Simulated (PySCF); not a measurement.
These are PySCF with r2SCAN-D4/def2-TZVP values and carry that method's errors. Isolated molecules, 0 K electronic values unless said otherwise. One relaxed conformer stands for a flexible species; it need not be the lowest. Delta-SCF ions had no search for a lower state. Excitations are Tamm–Dancoff values on a coarser integration grid. The basis has no diffuse functions, so Rydberg states are missing or too high.

Reference species (SMILES): `[SiH2]([SiH2]O)[SiH2]N` (neutral, multiplicity 1).

```yaml
HOMO–LUMO gap: 5.06 eV
T1 excitation (TDA): 4.75 eV
LUMO: -1.06 eV
vertical ionisation energy (Delta-SCF): 8.74 eV
```

After one change: the HOMO–LUMO gap rises by 0.63 eV; the T1 excitation (TDA) rises by 0.42 eV; the LUMO rises by 0.53 eV; the vertical ionisation energy (Delta-SCF) is nearly the same.

Q: What was changed between the two runs? The new species is one of these.
(A) `N[Si@@H]([SiH3])[SiH2]O`
(B) `N[Si@@H](O)[SiH2][SiH3]`
(C) `N[SiH2][Si@@H](O)[SiH3]`
(D) `N[Si](O)([SiH3])[SiH3]`

A: B, `N[Si@@H](O)[SiH2][SiH3]`
